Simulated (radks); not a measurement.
Question: Kr+, configuration [Ar] 3d10 4s2 4p(up 2.5, down 2.5) (fractional occupations, a model configuration). Calculated with a radial shooting solver on a logarithmic mesh with Libxc functionals: scalar-relativistic Kohn-Sham, r2SCAN, spin-polarised, spherical densities, finite nucleus; meta-GGA in the generalised Kohn-Sham scheme; Fermi nuclear charge, rms radius 4.1884 fm. Some entries of the table are withheld. Estimate them.

| orbital | occ. | eigenvalue (eV) | <r^2> (bohr^2) |
|---|---|---|---|
| 1s | 2 | -14206.58 | 0.002320 |
| 2s | 2 | -1891.089 | 0.03964 |
| 2p | 6 | -1671.214 | 0.03137 |
| 3s | 2 | (1) | 0.3216 |
| 3p | 6 | -211.5931 | 0.3407 |
| 3d | 10 | -94.8213 | 0.3797 |
| 4s | 2 | (2) | 2.726 |
| 4p | 5 | -19.9698 | 3.832 |

Answer: 
(1) 3s eigenvalue (eV): -282.4474
(2) 4s eigenvalue (eV): -34.9221
